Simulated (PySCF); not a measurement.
A structure optimised at PBE-D3(BJ)/def2-SVP, used in a PySCF frequency run:

```xyz
9

Sn     0.5151    -0.1246     0.0000
Cl    -0.6571    -0.9160    -1.8938
Cl    -0.6571    -0.9160     1.8938
O      0.4069     1.8643     0.0000
C     -0.8670     2.4944     0.0000
H      2.1676    -0.5834     0.0000
H     -0.6946     3.5914     0.0000
H     -1.4697     2.2420    -0.9026
H     -1.4697     2.2420     0.9026
```

**Question.** Write its SMILES, formula and point group.

**Answer.** C[O][SnH]([Cl])[Cl], CH₄Cl₂OSn, Cs

**Question.** What are its rotational constants (standard atomic weights)?

**Answer.** 1.6991, 1.4954, 1.0722 GHz
